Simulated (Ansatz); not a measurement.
`C=[C]([GaH2])[InH2]` + `N#CO` → `N#C[O][GaH2]` + `C=[CH][InH2]` at 600 K and 1 bar (ligand exchange at a Ga–C bond).

Calculated with Ansatz (gas phase, PBE0-D4/def2-TZVP geometries, no zero-point term in ΔE). CCSD(T)/CBS is the MP2 limit (def2-TZVPP, def2-QZVPP) plus CCSD(T) − MP2 in def2-TZVPP, frozen cores. This one scheme is used for every species. def2 core potentials past Kr. For Ga, In outer-core shells are correlated without core-valence functions, which leaves a few kJ/mol of doubt a bond. Scalar relativity is left out up to krypton. One conformer a species, not always the lowest.

| species | CCSD(T)/CBS energy (Eh) | H − E (kJ/mol) | S (J/(mol·K)) |
| --- | --- | --- | --- |
| `C=[C]([GaH2])[InH2]` | -2193.38903 | 214.0 | 478.9 |
| `N#CO` | -168.48100 | 84.3 | 277.2 |
| `N#C[O][GaH2]` | -2093.04540 | 112.2 | 372.2 |
| `C=[CH][InH2]` | -268.86241 | 186.1 | 379.4 |

H − E and S are ideal-gas, rigid-rotor, harmonic terms from PBE0-D4/def2-TZVP, for one conformer and one mirror image of each species. 1 Eh = 2625.50 kJ/mol, R = 8.31446 J/(mol·K).

Q: By hand: ΔE, ΔH, ΔS and ΔG.

A: ΔE = (-2093.04540) + (-268.86241) − (-2193.38903) − (-168.48100) = -0.03778 Eh = -99.2 kJ/mol. Δ(H − E) = 112.2 + 186.1 − 214.0 − 84.3 = 0.0, so ΔH = -99.2 kJ/mol. ΔS = 372.2 + 379.4 − 478.9 − 277.2 = -4.5 J/(mol·K). ΔG = -99.2 − 600 × (-4.5)/1000 = -96.5 kJ/mol.

Q: By hand: the equilibrium constant, and the temperature at which ΔG would vanish if ΔH and ΔS stayed fixed.

A: log₁₀ K = −ΔG/(RT ln 10) = 8.4. ΔG = 0 at ΔH/ΔS = 22044 K, far beyond where these terms or the molecules hold.

The number of gas molecules stays the same, so ΔS is small and ΔH decides. A doubt of 5 kJ/mol in ΔE shifts log₁₀ K by 0.4 here. Other conformers and mirror images would add mixing entropy, several J/(mol·K) or more a flexible species. These are equilibria of isolated gas molecules and say nothing of rates. Largest T1 diagnostic: 0.015 (customary marks: 0.02 for closed shells, 0.045 for open ones).
